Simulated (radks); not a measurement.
Task: Valence configurations of the tellurium ion Te2+ (all share [Kr]). Calculated with a radial shooting solver on a logarithmic mesh with Libxc functionals: scalar-relativistic Kohn-Sham, PBE, spin-polarised, spherical densities, finite nucleus; open shells are filled with parallel spins first (spin-orbit coupling, left out, can overturn this in heavy ions); Fermi nuclear charge, rms radius 4.7423 fm. Order these by energy: 4d10 5s1 5p3; 4d9 5p5; 4d9 5s2 5p3; 4d9 5s1.5 5p3.5; 4d10 5s0.5 5p3.5; 4d10 5s1.5 5p2.5; 4d10 5p4; 4d10 5s2 5p2; 4d9.5 5s2 5p2.5; 4d8 5s2 5p4.

Result: From the lowest, in eV above it: 4d10 5s2 5p2 0.000; 4d10 5s1.5 5p2.5 4.140; 4d10 5s1 5p3 7.922; 4d10 5s0.5 5p3.5 14.711; 4d9.5 5s2 5p2.5 19.347; 4d10 5p4 21.113; 4d9 5s2 5p3 39.702; 4d9 5s1.5 5p3.5 45.265; 4d9 5p5 63.987; 4d8 5s2 5p4 86.175. NIST lists [Kr] 4d10 5s2 5p2 as the ground configuration; this level of theory agrees among the configurations tried. The energies are those of spherical high-spin densities, not of single terms.
